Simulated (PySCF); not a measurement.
## TiO₂ + 2 HF → Ti(OH)₂ + F₂

Level: PBE0 in the def2-TZVP basis family, all electrons, no relativity, computed in PySCF with density fitting; open shells unrestricted.

```
species                                                                   state and structure       E (Eh)  ZPE (kJ/mol)  H(298 K) − H(0) (kJ/mol)  S° (J/(mol K))
   TiO₂                                        singlet, C2v, Ti–O 1.628 Å (×2); O–Ti–O 111.8°   -999.65179          14.5                      11.0           258.1
     HF                                                             singlet, C∞v, H–F 0.920 Å   -100.39188          24.9                       8.7           173.6
Ti(OH)₂  triplet, C2v, O–H 0.952 Å (×2), Ti–O 1.813 Å (×2); H–O–Ti 167.3° (×2), O–Ti–O 162.0°  -1000.88629          67.0                      15.6           293.7
     F₂                                                             singlet, D∞h, F–F 1.376 Å   -199.40856           6.6                       8.7           201.9
```

What is the electronic reaction energy?

At PBE0/def2-TZVP, ΔE = 369.4 kJ/mol from the differences of the total energies times 2625.5, uphill. 

Add zero-point, thermal and entropy terms for 298.15 K and 1 bar.

ΔZPE = 9.3 and Δ[H(298) − H(0)] = -4.1 kJ/mol give ΔH° = 374.6 kJ/mol. ΔS° = -109.7 J/(mol K), so ΔG° = 374.6 − 298.15 × (-0.1097) = 407 kJ/mol.

Open d or f shells are single determinants, so the state found may not be the ground state. Only the bonding shown was studied: isomers, or loss of a ligand pair, can lie lower.
